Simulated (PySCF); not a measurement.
## Two-component Hartree-Fock for Ni (nickel, neutral)

Start: [Ar] 3d8 4s2; 3d3/2 filled at m_j = -3/2, -1/2, +1/2, +3/2; 3d5/2 filled at m_j = -1/2, +1/2, +3/2, +5/2. Calculated with PySCF 2.14 in x2c-TZVPall-2c (6s7p4d1f, 54 functions): generalised Hartree-Fock with the X2C-1e Hamiltonian and a Gaussian nucleus; one run each with spin-orbit coupling (SO) switched off, then screened by Boettger's factors.

```json
{"spinor shell": "1s1/2", "electrons": "2", "ε, spin-free (eV)": "-8402.7", "ε, screened SO (eV)": "-8402.5", "weight of nominal j (screened SO)": "1.000", "rms radius, screened SO (bohr)": "0.0624"}
{"spinor shell": "2s1/2", "electrons": "2", "ε, spin-free (eV)": "-1051.1", "ε, screened SO (eV)": "-1051.0", "weight of nominal j (screened SO)": "1.000", "rms radius, screened SO (bohr)": "0.265"}
{"spinor shell": "2p1/2", "electrons": "2", "ε, spin-free (eV)": "-900.21", "ε, screened SO (eV)": "-912.61", "weight of nominal j (screened SO)": "0.999", "rms radius, screened SO (bohr)": "0.236"}
{"spinor shell": "2p3/2", "electrons": "4", "ε, spin-free (eV)": "-900.21", "ε, screened SO (eV)": "-894.12", "weight of nominal j (screened SO)": "0.999", "rms radius, screened SO (bohr)": "0.239"}
{"spinor shell": "3s1/2", "electrons": "2", "ε, spin-free (eV)": "-136.17", "ε, screened SO (eV)": "-136.15", "weight of nominal j (screened SO)": "1.000", "rms radius, screened SO (bohr)": "0.794"}
{"spinor shell": "3p1/2", "electrons": "2", "ε, spin-free (eV)": "-89.874", "ε, screened SO (eV)": "-93.741", "weight of nominal j (screened SO)": "0.801", "rms radius, screened SO (bohr)": "0.842"}
{"spinor shell": "3d3/2", "electrons": "4", "ε, spin-free (eV)": "-18.809", "ε, screened SO (eV)": "-18.750", "weight of nominal j (screened SO)": "0.686", "rms radius, screened SO (bohr)": "1.11"}
{"spinor shell": "3d5/2", "electrons": "4", "ε, spin-free (eV)": "-18.809", "ε, screened SO (eV)": "-18.874", "weight of nominal j (screened SO)": "0.731", "rms radius, screened SO (bohr)": "1.11"}
{"spinor shell": "4s1/2", "electrons": "2", "ε, spin-free (eV)": "-7.659", "ε, screened SO (eV)": "-7.658", "weight of nominal j (screened SO)": "1.000", "rms radius, screened SO (bohr)": "3.26"}
```

Task: Where does 3p3/2 lie, and what is the 3p spin-orbit splitting (screened SO)?

Result: At -87.942 eV, 5.799 eV above 3p1/2.

```tsv
quantity	spin-free	screened SO
E (hartree)	-1519.06544	-1519.10256
M_J	4	4
⟨J²⟩	20.010	20.010
⟨L²⟩	12.005	12.012
⟨S²⟩	2.005	2.005
```

Each row is a mean over spinors that exchange with the open shell spreads, by up to 10.769 eV (3p3/2).

Rows whose weight is well below 1 are mixtures of j = l ± 1/2: exchange outweighs spin-orbit coupling there, and the label is only the starting occupation.

Without spin-orbit coupling the j labels of p, d and f shells carry no meaning; the spin-free column gives the mean over the occupied spinors of each nl shell.
